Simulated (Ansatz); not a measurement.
Species: AsH2, net charge -1, singlet state. Whether it binds its extra electron was not tested at this geometry. 
Coordinates optimised at B3LYP-D3(BJ)/def2-TZVP (Ansatz, an electronic-structure program):
```
As
H 1 1.5469
H 1 1.5469 2 90.71
```
Charge -1, spin multiplicity 1.

Basis-set convergence of Hartree-Fock and CCSD correlation energies (hartree) with Ansatz. Cores are frozen in the correlated levels unless marked. No spin-orbit coupling. Frozen are the shells of the preceding noble gas and the d and f shells that filled before the atom's block. No relativistic terms.

| basis | functions | E(HF) | E(corr, CCSD) |
|---|---|---|---|
| aug-cc-pVDZ | 54 | -2235.31988 | -0.15921 |
| aug-cc-pVTZ | 105 | -2235.39203 | -0.18768 |
| aug-cc-pVQZ | 185 | -2235.39522 | -0.19500 |

Extrapolating the two largest sets (X = 3 and 4) as X^-3: E(corr) = (64·(-0.19500) - 27·(-0.18768))/37 = -0.2003 Eh, an estimate of the basis-set limit. The largest set recovers 97.3 % of it, the smallest 79.5 %.
